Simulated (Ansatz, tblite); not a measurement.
Removing an electron: [II2]- (I₃⁻). Charge -1, multiplicity 1. Geometry: PBE-D4/def2-SVPD. Ansatz, gas phase; energy differences of separate SCF runs; the oxidised species was run as a doublet alone.

```xyz
3

I     0.0001    0.0000    0.0001
I     1.9028    2.3154    0.0215
I    -1.9029   -2.3154   -0.0215
```

In the def2 sets I takes a core potential; there is no spin–orbit coupling. The xTB rows come from tblite. HOMO above LUMO, or a gap near zero within one spin, warns that the state may not be the lowest or that an electron is smeared out.

**Question.** Estimate orbital energies and vertical ionisation energies at: GFN1-xTB; GFN2-xTB; r2SCAN-D4/def2-TZVPD; PBE0-D4/def2-TZVPD.

**Answer.** 
```json
{"level": "GFN1-xTB", "−HOMO (eV)": "3.87", "vertical IE (eV)": "7.45", "−LUMO (eV)": "0.84", "HOMO–LUMO gap (eV)": "3.03", "remarks": "–"}
{"level": "GFN2-xTB", "−HOMO (eV)": "6.37", "vertical IE (eV)": "9.04", "−LUMO (eV)": "3.67", "HOMO–LUMO gap (eV)": "2.70", "remarks": "–"}
{"level": "r2SCAN-D4/def2-TZVPD", "−HOMO (eV)": "2.06", "vertical IE (eV)": "4.30", "−LUMO (eV)": "-0.17", "HOMO–LUMO gap (eV)": "2.22", "remarks": "gap within one spin near zero (doublet)"}
{"level": "PBE0-D4/def2-TZVPD", "−HOMO (eV)": "2.89", "vertical IE (eV)": "4.52", "−LUMO (eV)": "-0.69", "HOMO–LUMO gap (eV)": "3.58", "remarks": "–"}
```

Run but left out: PBE-D4/def2-TZVPD (neutral doublet: an occupied level 0.02 eV above an empty one).  Raw xTB energy differences between charge states are shifted by several eV; the methods need an empirical correction for them.
